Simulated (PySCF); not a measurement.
# Bond length, frequency and bond energy of SnP by level of theory

State: ²Π (doublet), unpaired electrons π ↑. Set-up: basis Sn x2c-TZVPPall, P x2c-TZVPPall; spin-free X2C with a Gaussian nucleus; PySCF 2.14. De refers to Sn + P in their high-spin ground configurations, without counterpoise correction. The functionals are run spin-unrestricted. A positive dipole means Sn(−)P(+). Levels whose curve was spin-contaminated or gave no clean fit are not listed.

| Level | Re (Å) | ωe (cm⁻¹) | De (eV) | μ (D) | CPU s a point (SCF and correlation, without the integrals) |
| --- | --- | --- | --- | --- | --- |
| PBE | 2.369 | 397 | 3.19 | -2.07 | 2.4 |
| PW91 | 2.367 | 398 | 3.22 | -2.05 | 1.5 |
| BP86 | 2.371 | 395 | 3.25 | -2.03 | 2.2 |
| r²SCAN | 2.348 | 414 | 2.93 | -2.11 | 3.2 |
| PBE0 | 2.337 | 424 | 2.85 | -2.23 | 5.2 |
| r²SCAN0 | 2.329 | 416 | 2.66 | -2.20 | 4.6 |

The bond length runs from 2.329 Å (r²SCAN0) to 2.371 Å (BP86). De spans 2.66 eV (r²SCAN0, hybrid meta-GGA) to 3.25 eV (BP86, GGA).

Spin–orbit coupling is left out, which matters for elements this heavy, above all for dissociation energies. The state is the lowest determinant that a PBE0 search found; another state may lie lower at other levels.

The whole job (state search and all levels along the bond) took about 12 min on 2 threads of Intel Xeon Platinum 8488C (shared host), peak memory 3.4 GiB.
